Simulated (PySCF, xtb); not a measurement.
CH8FNOSi2, SMILES C[Si@H](N)[Si@@H](O)F.

xtb 6.7.1 with GFN2-xTB at its own geometry gives an orbital gap of 4.84 eV and a dipole moment of 0.66 D.

Geometry optimised at B3LYP-D3(BJ)/def2-SVP. The structure was generated by enumeration; whether it is a known compound was not checked. Other conformers were not sampled.

Problem. What does PySCF with PBE/def2-TZVP give? (Estimate from the structure and the level; the computed values follow.)

Solution. gap 4.90 eV (levels -5.85 and -0.95 eV), dipole 0.57 D.
